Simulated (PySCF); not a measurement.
# Basis-set dependence of population analyses: `COc1cccs1`

Species: C₅H₆OS.
Structure used (PBE0-D3(BJ)/def2-SVP), in Å, numbered top down from 1:
```
atom  x, y, z in Å
C1     2.577    0.351    0.197
O2     1.594   -0.274   -0.585
C3     0.314   -0.073   -0.258
C4    -0.767   -0.587   -0.928
C5    -1.998   -0.194   -0.332
C6    -1.843    0.603    0.768
S7    -0.176    0.897    1.107
H8     2.465    1.450    0.179
H9     2.535    0.007    1.246
H10    3.549    0.081   -0.233
H11   -0.662   -1.218   -1.809
H12   -2.976   -0.495   -0.711
H13   -2.607    1.042    1.407
```

PBE0 throughout (PySCF), one geometry, spherical d and f functions. The structure is a single PBE0-D3(BJ)/def2-SVP conformer in the gas phase; no vibrational or solvent corrections. The first 7 of 11 kinds of atom are listed.

Mulliken charges (e):

```tsv
basis	functions	C1	O2	C3	C4	C5	C6	S7
STO-3G	45	-0.127	-0.179	-0.014	-0.141	-0.109	-0.217	+0.247
pcSseg-0	79	-0.327	-0.647	-0.103	-0.125	-0.203	-0.581	+0.464
6-31G	79	-0.271	-0.527	-0.102	-0.086	-0.101	-0.573	+0.495
6-31G*	114	-0.307	-0.456	+0.108	-0.195	-0.130	-0.431	+0.257
cc-pVDZ	132	+0.043	-0.260	+0.038	-0.034	+0.041	-0.173	+0.098
def2-SVP	132	+0.103	-0.311	+0.051	-0.032	-0.014	-0.123	+0.028
pcSseg-1	156	-0.059	-0.444	+0.029	-0.103	-0.057	-0.298	+0.207
aug-cc-pVDZ	219	+0.738	-0.737	+0.337	+0.753	+0.680	-0.210	+0.342
6-311+G(2d,p)	233	-0.318	-0.305	+0.659	-0.553	-0.124	-0.035	-0.188
def2-TZVP	259	-0.231	-0.223	+0.213	-0.270	-0.120	-0.196	+0.012
cc-pVTZ	298	-0.121	-0.187	+0.142	-0.206	-0.129	-0.194	+0.031
IGLO-III	314	-0.267	-0.245	+0.151	-0.190	-0.108	-0.265	+0.258
```

IAO charges (e):

```tsv
basis	functions	C1	O2	C3	C4	C5	C6	S7
STO-3G	45	-0.260	-0.158	-0.042	-0.227	-0.178	-0.301	+0.331
pcSseg-0	79	-0.229	-0.273	+0.034	-0.235	-0.169	-0.327	+0.226
6-31G	79	-0.249	-0.280	+0.040	-0.234	-0.170	-0.324	+0.227
6-31G*	114	-0.209	-0.300	+0.059	-0.238	-0.163	-0.336	+0.261
cc-pVDZ	132	-0.208	-0.296	+0.062	-0.246	-0.167	-0.340	+0.266
def2-SVP	132	-0.199	-0.294	+0.058	-0.241	-0.164	-0.337	+0.269
pcSseg-1	156	-0.207	-0.302	+0.055	-0.244	-0.168	-0.345	+0.271
aug-cc-pVDZ	219	-0.214	-0.309	+0.064	-0.249	-0.172	-0.345	+0.270
6-311+G(2d,p)	233	-0.216	-0.312	+0.059	-0.248	-0.171	-0.351	+0.283
def2-TZVP	259	-0.213	-0.311	+0.059	-0.248	-0.170	-0.355	+0.288
cc-pVTZ	298	-0.215	-0.308	+0.063	-0.249	-0.170	-0.350	+0.279
IGLO-III	314	-0.216	-0.312	+0.057	-0.249	-0.172	-0.356	+0.291
```

Hirshfeld charges (e):

```tsv
basis	functions	C1	O2	C3	C4	C5	C6	S7
STO-3G	45	+0.048	-0.092	+0.027	-0.104	-0.065	-0.090	+0.114
pcSseg-0	79	-0.024	-0.100	+0.036	-0.108	-0.072	-0.105	+0.079
6-31G	79	-0.012	-0.121	+0.038	-0.101	-0.069	-0.102	+0.046
6-31G*	114	-0.015	-0.109	+0.045	-0.100	-0.067	-0.099	+0.037
cc-pVDZ	132	-0.032	-0.087	+0.042	-0.107	-0.071	-0.103	+0.069
def2-SVP	132	-0.035	-0.096	+0.045	-0.111	-0.074	-0.104	+0.085
pcSseg-1	156	-0.034	-0.105	+0.046	-0.109	-0.074	-0.105	+0.080
aug-cc-pVDZ	219	-0.042	-0.110	+0.042	-0.109	-0.079	-0.110	+0.092
6-311+G(2d,p)	233	-0.033	-0.113	+0.038	-0.108	-0.078	-0.110	+0.089
def2-TZVP	259	-0.038	-0.107	+0.043	-0.108	-0.076	-0.108	+0.083
cc-pVTZ	298	-0.039	-0.101	+0.044	-0.107	-0.074	-0.107	+0.077
IGLO-III	314	-0.044	-0.111	+0.043	-0.111	-0.080	-0.110	+0.105
```

Task: Which scheme is steadiest as the basis changes?

Result: Largest range over the bases for any column: Hirshfeld 0.09 e, IAO 0.15 e, Mulliken 1.31 e. Hirshfeld charges move least and Mulliken charges most, counted in e. Without the minimal STO-3G basis the ranges are Hirshfeld 0.07, IAO 0.07, Mulliken 1.31 e.

Task: How much do the charges still move between the two largest bases, cc-pVTZ and IGLO-III?

Result: At most, over all atoms: Mulliken 0.227 e, IAO 0.013 e, Hirshfeld 0.027 e.

Task: What do the same runs give for the total energy, the frontier levels and the dipole moment?

Result: 
```tsv
basis	energy (Eh)	HOMO (eV)	LUMO (eV)	μ (D)
STO-3G	-659.3322	-3.26	3.45	1.95
pcSseg-0	-665.9749	-6.19	-0.02	1.11
6-31G	-666.9350	-5.85	0.32	0.99
6-31G*	-667.0484	-5.74	0.39	0.98
cc-pVDZ	-667.0938	-5.85	0.25	1.11
def2-SVP	-666.7548	-5.96	0.17	1.13
pcSseg-1	-667.0227	-6.04	0.01	1.17
aug-cc-pVDZ	-667.1119	-6.00	-0.06	1.01
6-311+G(2d,p)	-667.1619	-6.00	-0.06	1.05
def2-TZVP	-667.1899	-5.99	0.01	1.02
cc-pVTZ	-667.1858	-5.96	0.06	1.01
IGLO-III	-667.1913	-5.99	0.03	1.09
```

The dipole is fixed by the density alone, so its range of 0.97 D shows that the density itself changes with the basis, not only its division among atoms.
